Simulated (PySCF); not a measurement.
Geometry:
```json
{"atom": "B1", "x (Å)": "0.704", "y (Å)": "1.145", "z (Å)": "-0.682"}
{"atom": "Cl2", "x (Å)": "2.456", "y (Å)": "1.191", "z (Å)": "-0.572"}
{"atom": "Cl3", "x (Å)": "-0.162", "y (Å)": "2.672", "z (Å)": "-0.593"}
{"atom": "C4", "x (Å)": "-0.057", "y (Å)": "-0.197", "z (Å)": "-0.780"}
{"atom": "Si5", "x (Å)": "-0.500", "y (Å)": "-0.827", "z (Å)": "0.956"}
{"atom": "H6", "x (Å)": "-1.010", "y (Å)": "-0.086", "z (Å)": "-1.320"}
{"atom": "H7", "x (Å)": "0.553", "y (Å)": "-0.982", "z (Å)": "-1.253"}
{"atom": "H8", "x (Å)": "0.741", "y (Å)": "-1.014", "z (Å)": "1.764"}
{"atom": "H9", "x (Å)": "-1.388", "y (Å)": "0.156", "z (Å)": "1.644"}
{"atom": "H10", "x (Å)": "-1.211", "y (Å)": "-2.135", "z (Å)": "0.841"}
```

[PySCF 2.14.0 with density-fitted response routines: GIAO B3LYP/pcSseg-1 shieldings; PBE0-D3(BJ)/def2-SVP geometry; non-relativistic Hamiltonian; fast rotation and ring inversion assumed for equivalent nuclei; one computed conformer; no solvent]

Shifts are taken against calculated references (same method and geometry level): ¹³C, ¹H, ²⁹Si vs TMS; ¹¹B vs BF3·OEt2; ³⁵Cl vs HCl.

```json
{"atoms": "C4", "nucleus": "¹³C", "count": "1", "δ (ppm)": "17.7"}
{"atoms": "H6/H7", "nucleus": "¹H", "count": "2", "δ (ppm)": "?"}
{"atoms": "Si5", "nucleus": "²⁹Si", "count": "1", "δ (ppm)": "-63.8"}
{"atoms": "H8/H9/H10", "nucleus": "¹H", "count": "3", "δ (ppm)": "3.98"}
{"atoms": "Cl2/Cl3", "nucleus": "³⁵Cl", "count": "2", "δ (ppm)": "265"}
{"atoms": "B1", "nucleus": "¹¹B", "count": "1", "δ (ppm)": "?"}
```

Problem. Fill in the missing shifts.

Solution. 
- H6/H7: 1.26 ppm, hydrogen on a carbon bonded to B, Si
- B1: 65.7 ppm, boron bonded to C, 2 Cl

A carbon bonded to boron is broadened by the quadrupolar boron nucleus and is often missing from a measured spectrum. Shifts are as computed. Against solution values, carbons near 30 ppm lie about +2 ppm off and those near 130 ppm about +6 ppm. Of 1211 compounds with measured shifts, 218 miss one by over three times the rms of a fit or turn the order of signals round; such compounds aren't used in these exercises.
